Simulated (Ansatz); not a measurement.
One change: `[F][Sn]([F])([F])[SH]` becomes `C[S][Sn]([F])([F])[F]`.

Ansatz, PBE0-D4/def2-TZVP geometries, multiplicity 1. Each molecule was computed in one conformer, which needn't be the lowest.

Elements past krypton have def2 core potentials.

| property | `[F][Sn]([F])([F])[SH]` |
| --- | --- |
| HOMO–LUMO gap (ωB97M-V/def2-TZVPP) / eV | 10.41 |
| HOMO energy (ωB97M-V/def2-TZVPP) / eV | -11.24 |
| HOMO–LUMO gap (PBE/def2-TZVPP) / eV | 3.80 |
| HOMO–LUMO gap (PBE0/def2-TZVPP) / eV | 6.09 |
| LUMO energy (PBE0/def2-TZVPP) / eV | -2.92 |
| LUMO energy (PBE/def2-TZVPP) / eV | -3.86 |

(1) Give the same properties after the change, and the shifts. (Estimate.)

## Answers

(1) Computed: 
```json
{"property": "HOMO–LUMO gap (ωB97M-V/def2-TZVPP) / eV", "`C[S][Sn]([F])([F])[F]`": "9.87", "shift": "-0.54"}
{"property": "HOMO energy (ωB97M-V/def2-TZVPP) / eV", "`C[S][Sn]([F])([F])[F]`": "-10.48", "shift": "0.76"}
{"property": "HOMO–LUMO gap (PBE/def2-TZVPP) / eV", "`C[S][Sn]([F])([F])[F]`": "3.35", "shift": "-0.45"}
{"property": "HOMO–LUMO gap (PBE0/def2-TZVPP) / eV", "`C[S][Sn]([F])([F])[F]`": "5.59", "shift": "-0.50"}
{"property": "LUMO energy (PBE0/def2-TZVPP) / eV", "`C[S][Sn]([F])([F])[F]`": "-2.68", "shift": "0.24"}
{"property": "LUMO energy (PBE/def2-TZVPP) / eV", "`C[S][Sn]([F])([F])[F]`": "-3.61", "shift": "0.25"}
```

With PBE0 the HOMO rises by 0.75 eV and the LUMO rises by 0.24 eV, so the gap narrows by about 0.51 eV. PBE moves the HOMO by 0.70 eV and ωB97M-V by 0.76 eV.
